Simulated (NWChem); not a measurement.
System: C2H6NO cation; SMILES CC(N)=[OH+]

The following NWChem deck was run.

```
start job
memory heap 200 mb stack 900 mb global 1100 mb
charge 1
geometry units angstroms noautosym nocenter noautoz
  C      0.148485    -1.408214     0.001206
  C     -0.005244     0.063343     0.000463
  N      1.012365     0.873986    -0.000274
  O     -1.171441     0.622377    -0.000023
  H     -0.351138    -1.826242     0.890503
  H      1.200043    -1.717626     0.006410
  H     -0.344691    -1.827209    -0.891154
  H      0.867454     1.883802    -0.001001
  H      1.965949     0.524764    -0.000322
  H     -1.906677    -0.010805     0.000761
end
basis spherical
  C library 6-31g*
  N library 6-31g*
  O library 6-31g*
  H library 6-31g*
end
dft
  xc pbe0
  iterations 150
end
cosmo
  dielec 46.7
end
task dft energy
```

NWChem printed, in part:

```
             Northwest Computational Chemistry Package (NWChem) 7.3.0
             --------------------------------------------------------

                             Geometry "geometry" -> ""
                             -------------------------

 Output coordinates in angstroms (scale by  1.889725989 to convert to a.u.)

  No.       Tag          Charge          X              Y              Z
 ---- ---------------- ---------- -------------- -------------- --------------
    1 C                    6.0000     0.14848500    -1.40821400     0.00120600
    2 C                    6.0000    -0.00524400     0.06334300     0.00046300
    3 N                    7.0000     1.01236500     0.87398600    -0.00027400
    4 O                    8.0000    -1.17144100     0.62237700    -0.00002300
    5 H                    1.0000    -0.35113800    -1.82624200     0.89050300
    6 H                    1.0000     1.20004300    -1.71762600     0.00641000
    7 H                    1.0000    -0.34469100    -1.82720900    -0.89115400
    8 H                    1.0000     0.86745400     1.88380200    -0.00100100
    9 H                    1.0000     1.96594900     0.52476400    -0.00032200
   10 H                    1.0000    -1.90667700    -0.01080500     0.00076100

 Effective nuclear repulsion energy (a.u.)     131.1408248828

                                 NWChem DFT Module
                                 -----------------

 Summary of "ao basis" -> "ao basis" (spherical)
 ------------------------------------------------------------------------------
       Tag                 Description            Shells   Functions and Types
 ---------------- ------------------------------  ------  ---------------------
 C                           6-31g*                  6       14   3s2p1d
 N                           6-31g*                  6       14   3s2p1d
 O                           6-31g*                  6       14   3s2p1d
 H                           6-31g*                  2        2   2s

 in cosmo_initialize ...

 solvent parameters
 solvname_short: unkn
 solvname_long:  unknown
 dielec:       46.7000

          ---------------
          -cosmo- solvent
          ---------------
 Cosmo: York-Karplus, doi: 10.1021/jp992097l
 dielectric constant -eps-     =  46.70
 screen = (eps-1)/(eps    )    =   0.97859
 surface charge correction     = lagrangian

   van der Waals surface
 --------------------------

[...]

                                   COSMO solvation results
                                   -----------------------

                 gas phase energy =      -209.316391276069
                 sol phase energy =      -209.421363967091
 (electrostatic) solvation energy =         0.104972691022 (   65.87 kcal/mol)

                       DFT Final Molecular Orbital Analysis
                       ------------------------------------

 Vector   14  Occ=2.000000D+00  E=-4.312501D-01
              MO Center= -3.1D-01, -9.8D-01,  1.2D-03, r^2= 2.3D+00
   Bfn.  Coefficient  Atom+Function         Bfn.  Coefficient  Atom+Function
  ----- ------------  ---------------      ----- ------------  ---------------
     5      0.396114   1 C  pz               47     -0.327126   4 O  pz
     9      0.229460   1 C  pz               51     -0.228008   4 O  pz
    57      0.205926   5 H  s                61     -0.206439   7 H  s
    58      0.131110   5 H  s                62     -0.131212   7 H  s
    33     -0.090824   3 N  pz               19     -0.079191   2 C  pz

 Vector   15  Occ=2.000000D+00  E=-4.272858D-01
              MO Center= -2.9D-01, -3.6D-01,  2.1D-03, r^2= 2.8D+00
   Bfn.  Coefficient  Atom+Function         Bfn.  Coefficient  Atom+Function
  ----- ------------  ---------------      ----- ------------  ---------------
    46      0.433234   4 O  py               50      0.296434   4 O  py
     3     -0.283190   1 C  px               18     -0.212135   2 C  py
    59     -0.208688   6 H  s                 4      0.201327   1 C  py
    60     -0.158651   6 H  s                 7     -0.135834   1 C  px
    48      0.116845   4 O  s                20      0.107490   2 C  s

 Vector   16  Occ=2.000000D+00  E=-3.644610D-01
              MO Center=  2.8D-01,  6.8D-01, -1.6D-04, r^2= 1.9D+00
   Bfn.  Coefficient  Atom+Function         Bfn.  Coefficient  Atom+Function
  ----- ------------  ---------------      ----- ------------  ---------------
    33      0.503833   3 N  pz               37      0.390399   3 N  pz
    47     -0.378516   4 O  pz               51     -0.285979   4 O  pz
    19      0.130968   2 C  pz                5     -0.069732   1 C  pz
    58     -0.065079   5 H  s                62      0.064980   7 H  s
    57     -0.046047   5 H  s                61      0.046246   7 H  s

 Vector   17  Occ=0.000000D+00  E=-4.040576D-02
              MO Center=  7.1D-02,  1.1D-01,  1.4D-04, r^2= 2.0D+00
   Bfn.  Coefficient  Atom+Function         Bfn.  Coefficient  Atom+Function
  ----- ------------  ---------------      ----- ------------  ---------------
    19      0.581198   2 C  pz               23      0.558944   2 C  pz
    37     -0.418177   3 N  pz               33     -0.331964   3 N  pz
    51     -0.296337   4 O  pz               62      0.267945   7 H  s
    47     -0.266103   4 O  pz               58     -0.266725   5 H  s
    57     -0.105134   5 H  s                61      0.105607   7 H  s

 Vector   18  Occ=0.000000D+00  E= 6.222506D-02
              MO Center= -3.8D-01, -2.1D-01,  1.3D-03, r^2= 5.5D+00
   Bfn.  Coefficient  Atom+Function         Bfn.  Coefficient  Atom+Function
  ----- ------------  ---------------      ----- ------------  ---------------
    68      0.931111  10 H  s                34     -0.766100   3 N  s
    48     -0.711933   4 O  s                66      0.715312   9 H  s
     6     -0.581337   1 C  s                60      0.581813   6 H  s
     8      0.407201   1 C  py               58      0.307396   5 H  s
    62      0.306397   7 H  s                22      0.285588   2 C  py

[...]
```

Level: PBE0/6-31G* (spherical d), COSMO on the gas-phase geometry. Coordinates come from a PBE0/def2-SVP optimisation. COSMO prints the solvation energy as gas minus solution, so a positive value is a stabilisation.
